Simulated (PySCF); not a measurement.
C₂H₆AlFO₂. Atoms are numbered in the order given.

```xyz
12

Al     0.4542     0.0108     0.0000
F      2.0342    -0.5289     0.0000
O     -0.8524    -1.0742     0.0000
C     -1.0093    -2.4696     0.0000
H     -0.0414    -3.0218     0.0000
H     -1.5829    -2.7973    -0.8963
H     -1.5829    -2.7973     0.8963
O      0.1880     1.6856     0.0000
C     -0.9627     2.4919     0.0000
H     -1.9112     1.9069     0.0000
H     -0.9736     3.1525    -0.8962
H     -0.9736     3.1525     0.8962
```

Geometry: PBE-D3(BJ)/def2-SVP. The structure was generated by enumeration; whether it is a known compound was not checked. The values are those of a single conformer.

Method: PBE-D3(BJ)/def2-SVP (PySCF 2.14.0).

Frequencies are harmonic and unscaled.

| mode | ν (cm⁻¹) | IR (km/mol) | moving atoms (share of kinetic energy) |
|---|---|---|---|
| 1 | 63 | 4.6 | C 53 %, H 27 % |
| 2 | 66 | 0.2 | H 93 % |
| 3 | 70 | 0.1 | H 98 % |
| 4 | 81 | 3.2 | O 39 %, H 26 %, C 21 %, F 8 % |
| 5 | 105 | 0.1 | O 61 %, H 19 %, C 13 % |
| 6 | 110 | 2.8 | C 29 %, F 29 %, O 21 %, H 19 % |
| 7 | 249 | 30.5 | O 38 %, F 32 %, C 13 %, Al 11 % |
| 8 | 268 | 86.5 | Al 65 %, O 24 %, F 10 % |
| 9 | 286 | 24.9 | O 60 %, Al 14 %, F 11 % |
| 10 | 572 | 2.2 | O 44 %, F 24 %, C 23 % |
| 11 | 799 | 84.4 | Al 52 %, C 23 %, O 17 % |
| 12 | 896 | 96.7 | Al 50 %, F 41 % |
| 13 | 1140 | 85.9 | H 65 %, C 23 %, O 11 % |
| 14 | 1141 | 16.0 | H 68 %, C 22 %, O 10 % |
| 15 | 1146 | 0.0 | H 76 %, C 19 % |
| 16 | 1147 | 0.1 | H 77 %, C 19 % |
| 17 | 1209 | 283.6 | O 53 %, C 31 %, H 11 % |
| 18 | 1210 | 316.6 | O 54 %, C 32 %, H 10 % |
| 19 | 1422 | 2.2 | H 97 % |
| 20 | 1423 | 0.1 | H 97 % |
| 21 | 1425 | 1.6 | H 96 % |
| 22 | 1426 | 1.7 | H 96 % |
| 23 | 1433 | 12.5 | H 88 %, C 10 % |
| 24 | 1434 | 15.2 | H 88 %, C 10 % |
| 25 | 2915 | 154.5 | H 98 % |
| 26 | 2917 | 43.0 | H 97 % |
| 27 | 2993 | 33.3 | H 90 %, C 10 % |
| 28 | 2994 | 50.0 | H 90 %, C 10 % |
| 29 | 2998 | 23.1 | H 90 %, C 10 % |
| 30 | 2998 | 53.2 | H 90 %, C 10 % |
